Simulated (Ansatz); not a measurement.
Consider the substitution at a C–N bond: `CN([SiH3])[SiH2]F` + `CB(O)F` → `COB(C)F` + `F[SiH2]N[SiH3]`.

Gas-phase electronic energies from Ansatz, PBE0-D4/def2-TZVP geometries. CBS: MP2 limit from def2 TZ/QZ plus the TZ coupled-cluster correction, frozen cores. This one scheme is used for every species. DFT in def2-TZVPP. One conformer a species, not always the lowest.

CCSD(T)/CBS gives +19.4 kJ/mol.

Another level gave +23.9 kJ/mol. Which?
A. r2SCAN-D4/def2-TZVPP
B. HF/def2-TZVPP
C. MP2/def2-TZVPP
D. CAM-B3LYP/def2-TZVPP

C. MP2/def2-TZVPP 23.9, r2SCAN-D4 17.0, CAM-B3LYP 12.3, HF/def2-TZVPP 7.1 kJ/mol.

Largest T1 diagnostic among the species: 0.012.

The D4 term adds +4.9 kJ/mol with B3LYP and +2.6 kJ/mol with PBE0; it sums over pairs of atoms, weighted by their polarisabilities, and B3LYP, whose exchange is more repulsive, gets the larger term. Leaving LDA and LC-ωPBE aside and taking each functional with its dispersion term where it has one, the values, not all of them listed here, spread over 8.0 kJ/mol, from CAM-B3LYP-D4 to revPBE-D4. LDA lies +3.3 kJ/mol from PBE without D4. At CCSD(T), def2-SVP lies +5.1 kJ/mol from the extrapolated value and def2-TZVPP +0.4 kJ/mol.

CCSD(T)/CBS has its own doubt, a few kJ/mol and more with outer-core shells, so smaller differences from it don't rank the levels.

B3LYP here is the variant with VWN-RPA as its local correlation; programs differ in this.
